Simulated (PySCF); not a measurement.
Gas-phase reaction: 2 GaCl2NH2 + 2 NH3 ⇌ 2 GaNH2 + 4 HCl + N2H2

Computed with PySCF (xtb for GFN2) and rigid-rotor harmonic-oscillator thermochemistry at 1 bar. † marks an energy on the PBE0/def2-TZVP geometry and frequencies; other levels use their own. CCSD(T) freezes the core. 6-31G* has spherical d functions here. All species are closed-shell singlets. B3LYP is the form with VWN-RPA correlation. Ga: all electrons, no relativistic terms. GaCl2NH2, GaNH2: computed as isolated molecules; such fragments, hydroxides, amides, oligomers or adducts are transient or little studied in the gas. CCSD(T) isn't extrapolated to the basis-set limit; its ΔH°(298 K) is 773.2 kJ in def2-SVP and 799.7 kJ in def2-TZVPP. The harmonic model lacks anharmonicity and excited electronic states, which grow with temperature; levels with a mode under 35 cm⁻¹ are left out. Soft modes under 120 cm⁻¹ make the harmonic entropy rough for GaCl2NH2. Warning, point group unlike the PBE0 one: GaCl2NH2 (B3LYP/6-31G*, GFN2-xTB).

| level | ΔE electronic, kJ | ΔH°(298 K), kJ | ΔS°(298 K), J/K | ΔG°(800 K), kJ |
|---|---|---|---|---|
| B3LYP/6-31G* | 770 | 718 | 398 | 401 |
| BLYP/def2-TZVP† | 713 | 663 | 386 | 357 |
| CCSD(T)/def2-TZVPP† | 850 | 800 | 386 | 493 |
| GFN2-xTB | 873 | 817 | 384 | 513 |
| M06-2X/def2-TZVP† | 898 | 848 | 386 | 541 |
| PBE0/def2-TZVP | 854 | 804 | 386 | 498 |
| r2SCAN/def2-TZVP† | 883 | 834 | 386 | 527 |
| ωB97M-V/def2-TZVP† | 839 | 789 | 386 | 483 |
ΔH° is lowest at BLYP/def2-TZVP† and highest at M06-2X/def2-TZVP†. No reference value is set beside these.
